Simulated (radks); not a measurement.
Values are calculated unless marked as measured or tabulated.
Charge is removed step by step from the 2s down level of the neon ion Ne+, starting from [He] 2s(up 1, down 1) 2p5. Level of theory: scalar-relativistic Kohn-Sham, LDA (Slater exchange, Perdew-Wang correlation), spin-polarised, spherical densities, finite nucleus; open shells are filled with parallel spins first; Fermi nuclear charge, rms radius 3.0055 fm (a radial shooting solver on a logarithmic mesh with Libxc functionals).

removed (e),E - E(0) (eV),eigenvalue (eV),E minus straight line (eV)
0,0.000,-54.260,0.000
0.25,14.188,-59.269,-1.925
0.5,29.643,-64.389,-2.583
0.75,46.389,-69.605,-1.949
1,64.450,-74.901,0.000

Removing the whole electron costs 64.450 eV by Delta-SCF, against 54.260 eV from minus the eigenvalue at the starting occupation. Slater's transition state (half an electron removed) gives 64.389 eV. Integrating minus the eigenvalue over the occupation (Janak's theorem) gives 64.453 eV. In this scalar-relativistic scheme the density is built from large components alone, so the theorem holds only approximately. The mean slope of the eigenvalue, de/dn, is 20.6 eV per electron.
